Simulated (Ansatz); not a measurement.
Steps of a relaxation of C$_{5}$H$_{8}$O$_{3}$Sn, SMILES `CC1=CC(C)=[O+][Sn-]([OH])[O]1` with RKS PBE0-D4/def2-TZVP.

```sh
$ ansatz run in.yaml --threads 4 --pin off --events-out ev --progress --plain --max-ram 66560MiB --backend cuda --devices 0, --max-vram 37GiB
```

```yaml
crystal:
  periodic: [false, false, false]
  atoms:
    - {symbol: C, position_ang: [2.269140, -1.233657, -0.619444]}
    - {symbol: C, position_ang: [1.254656, -0.316119, 0.024198]}
    - {symbol: C, position_ang: [-0.001951, -0.127658, -0.599417]}
    - {symbol: C, position_ang: [-0.995007, 0.802805, -0.210418]}
    - {symbol: C, position_ang: [-2.212918, 0.993461, -1.085362]}
    - {symbol: O, position_ang: [-0.962264, 1.544634, 0.837411]}
    - {symbol: Sn, position_ang: [0.385423, 1.322156, 2.602460]}
    - {symbol: O, position_ang: [-0.527039, -0.386451, 3.205865]}
    - {symbol: O, position_ang: [1.648748, 0.247467, 1.108816]}
    - {symbol: H, position_ang: [1.896974, -1.708516, -1.546062]}
    - {symbol: H, position_ang: [2.566604, -2.016804, 0.107903]}
    - {symbol: H, position_ang: [3.187428, -0.653937, -0.847971]}
    - {symbol: H, position_ang: [-0.184233, -0.688364, -1.525722]}
    - {symbol: H, position_ang: [-2.262338, 2.053148, -1.411237]}
    - {symbol: H, position_ang: [-2.213886, 0.337129, -1.975202]}
    - {symbol: H, position_ang: [-3.126745, 0.808375, -0.484003]}
    - {symbol: H, position_ang: [-0.741594, -0.978170, 2.458385]}
basis:
  gaussian: {orbitals: def2-TZVP}
hamiltonian: {xc: pbe0, dispersion: d4}
relax: {f_tol: 0.005, max_steps: 150}
```

Positions (Å) and forces (eV/Å) along the path, 7 of 10 steps:

```xyz
17
step=1 energy=-17282.5357 eV
C     2.269   -1.234   -0.619    0.155   -0.086   -0.023
C     1.255   -0.316    0.024   -0.078    0.317    0.376
C    -0.002   -0.128   -0.599    0.052    0.103    0.018
C    -0.995    0.803   -0.210    0.223    0.150    0.421
C    -2.213    0.993   -1.085   -0.156    0.072   -0.057
O    -0.962    1.545    0.837    0.265   -0.661   -0.498
Sn    0.385    1.322    2.602   -0.346   -0.797   -0.489
O    -0.527   -0.386    3.206    0.174    0.163   -0.866
O     1.649    0.247    1.109   -0.600   -0.239   -0.583
H     1.897   -1.709   -1.546    0.154    0.253    0.476
H     2.567   -2.017    0.108   -0.191    0.381   -0.345
H     3.187   -0.654   -0.848   -0.478   -0.248    0.105
H    -0.184   -0.688   -1.526    0.100    0.304    0.496
H    -2.262    2.053   -1.411    0.071   -0.521    0.160
H    -2.214    0.337   -1.975    0.030    0.313    0.463
H    -3.127    0.808   -0.484    0.472    0.054   -0.277
H    -0.742   -0.978    2.458    0.153    0.441    0.621
17
step=2 energy=-17282.6559 eV
C     2.249   -1.224   -0.606    0.032   -0.006   -0.006
C     1.243   -0.308    0.030    0.028   -0.015    0.029
C     0.000   -0.122   -0.593    0.016    0.032   -0.003
C    -0.984    0.797   -0.200   -0.014    0.043    0.000
C    -2.196    0.984   -1.068   -0.031    0.012   -0.005
O    -0.948    1.530    0.839    0.063   -0.196   -0.184
Sn    0.381    1.299    2.540    0.036    0.100    0.134
O    -0.513   -0.375    3.137   -0.031   -0.118   -0.278
O     1.628    0.250    1.106   -0.158   -0.076   -0.216
H     1.875   -1.691   -1.522    0.049    0.069    0.134
H     2.533   -2.000    0.115   -0.051    0.114   -0.100
H     3.157   -0.651   -0.833   -0.133   -0.079    0.032
H    -0.178   -0.673   -1.510    0.027    0.085    0.146
H    -2.243    2.031   -1.391    0.014   -0.152    0.049
H    -2.191    0.332   -1.946    0.003    0.091    0.130
H    -3.096    0.793   -0.471    0.133    0.021   -0.082
H    -0.736   -0.972    2.411    0.017    0.077    0.220
17
step=4 energy=-17282.6653 eV
C     2.244   -1.222   -0.604    0.003    0.023   -0.008
C     1.240   -0.303    0.019   -0.017   -0.056    0.031
C     0.004   -0.118   -0.607    0.005    0.008   -0.007
C    -0.978    0.794   -0.209    0.006    0.025   -0.025
C    -2.192    0.982   -1.065    0.001   -0.010    0.010
O    -0.933    1.520    0.830   -0.004    0.001    0.022
Sn    0.382    1.303    2.544   -0.003   -0.005    0.006
O    -0.511   -0.372    3.134    0.013    0.021   -0.018
O     1.614    0.256    1.094    0.010    0.020    0.004
H     1.877   -1.688   -1.516   -0.003   -0.005   -0.011
H     2.519   -1.993    0.119   -0.002   -0.004    0.009
H     3.151   -0.654   -0.826    0.014    0.001   -0.004
H    -0.175   -0.668   -1.519   -0.002   -0.006   -0.012
H    -2.242    2.026   -1.383    0.000    0.009   -0.001
H    -2.191    0.336   -1.941   -0.001   -0.007   -0.010
H    -3.083    0.787   -0.465   -0.012   -0.002    0.005
H    -0.745   -0.988    2.435   -0.007   -0.014    0.009
17
step=6 energy=-17282.6656 eV
C     2.245   -1.222   -0.605   -0.001   -0.001    0.000
C     1.239   -0.305    0.019   -0.002    0.004   -0.005
C     0.004   -0.117   -0.609    0.001    0.002    0.000
C    -0.977    0.796   -0.211    0.001   -0.005    0.001
C    -2.192    0.982   -1.066    0.001    0.001   -0.002
O    -0.933    1.520    0.829   -0.002    0.000    0.001
Sn    0.383    1.304    2.543    0.000    0.001    0.001
O    -0.510   -0.369    3.136    0.002    0.003   -0.004
O     1.613    0.255    1.094    0.000   -0.003    0.003
H     1.878   -1.687   -1.518    0.001    0.001    0.000
H     2.518   -1.994    0.118    0.000   -0.001   -0.001
H     3.153   -0.655   -0.824    0.000    0.000    0.001
H    -0.173   -0.666   -1.523    0.000    0.001    0.001
H    -2.246    2.027   -1.383   -0.001    0.000    0.001
H    -2.191    0.337   -1.942    0.000    0.001    0.000
H    -3.083    0.785   -0.464    0.000   -0.001    0.000
H    -0.748   -0.992    2.444   -0.001   -0.001    0.004
17
step=8 energy=-17282.6657 eV
C     2.245   -1.224   -0.606    0.001    0.000   -0.001
C     1.239   -0.306    0.016    0.014   -0.009    0.005
C     0.006   -0.115   -0.615    0.003    0.006    0.003
C    -0.977    0.795   -0.214   -0.015    0.010   -0.001
C    -2.193    0.981   -1.067   -0.001    0.000    0.000
O    -0.935    1.516    0.829    0.007   -0.006    0.000
Sn    0.386    1.309    2.540    0.000    0.000   -0.003
O    -0.506   -0.359    3.147   -0.002   -0.003    0.005
O     1.612    0.251    1.094   -0.008    0.003   -0.002
H     1.885   -1.678   -1.528   -0.001    0.001    0.001
H     2.504   -2.005    0.112   -0.001    0.002   -0.002
H     3.159   -0.661   -0.809   -0.002   -0.002    0.000
H    -0.170   -0.660   -1.531   -0.001   -0.001   -0.002
H    -2.256    2.029   -1.371    0.000   -0.003    0.001
H    -2.187    0.346   -1.952    0.001    0.000    0.001
H    -3.082    0.769   -0.469    0.001    0.000   -0.002
H    -0.748   -0.989    2.464    0.002    0.004   -0.002
17
step=9 energy=-17282.6657 eV
C     2.245   -1.225   -0.608    0.004   -0.001   -0.001
C     1.239   -0.306    0.015    0.009   -0.007    0.006
C     0.008   -0.112   -0.618    0.002    0.004    0.002
C    -0.977    0.794   -0.215   -0.009    0.007    0.000
C    -2.194    0.980   -1.069   -0.003    0.000    0.000
O    -0.938    1.512    0.830    0.004   -0.005   -0.002
Sn    0.387    1.312    2.538    0.000    0.000   -0.004
O    -0.503   -0.352    3.156   -0.003   -0.004    0.005
O     1.610    0.247    1.094   -0.005    0.001   -0.004
H     1.889   -1.671   -1.535    0.001    0.002    0.004
H     2.495   -2.013    0.106   -0.001    0.004   -0.004
H     3.163   -0.665   -0.800   -0.005   -0.004    0.000
H    -0.167   -0.655   -1.536    0.000    0.000   -0.001
H    -2.262    2.030   -1.364    0.000   -0.005    0.001
H    -2.183    0.351   -1.958    0.001    0.002    0.003
H    -3.082    0.758   -0.473    0.003    0.001   -0.003
H    -0.748   -0.985    2.477    0.002    0.004   -0.001
17
step=10 energy=-17282.6658 eV
C     2.244   -1.225   -0.608    0.003   -0.002    0.000
C     1.239   -0.307    0.014    0.004    0.000    0.001
C     0.008   -0.111   -0.620    0.000    0.001    0.000
C    -0.978    0.794   -0.216   -0.003    0.004    0.000
C    -2.194    0.979   -1.069   -0.002    0.001    0.000
O    -0.939    1.510    0.830    0.001   -0.002   -0.001
Sn    0.388    1.314    2.537   -0.001   -0.002   -0.002
O    -0.502   -0.349    3.161   -0.001   -0.001    0.002
O     1.609    0.245    1.095   -0.002    0.000   -0.001
H     1.890   -1.667   -1.538    0.001    0.001    0.003
H     2.491   -2.016    0.104   -0.001    0.003   -0.003
H     3.165   -0.667   -0.797   -0.004   -0.002    0.001
H    -0.165   -0.653   -1.538    0.000    0.000    0.000
H    -2.265    2.030   -1.362    0.000   -0.003    0.001
H    -2.181    0.354   -1.960    0.000    0.001    0.002
H    -3.082    0.753   -0.475    0.002    0.001   -0.002
H    -0.747   -0.983    2.482    0.001    0.002    0.000
```

It took 41 s on 4 threads of an AMD EPYC 7R13 on a shared host and a share of an NVIDIA H100 80 GB, with 1 GiB of host memory at the peak.
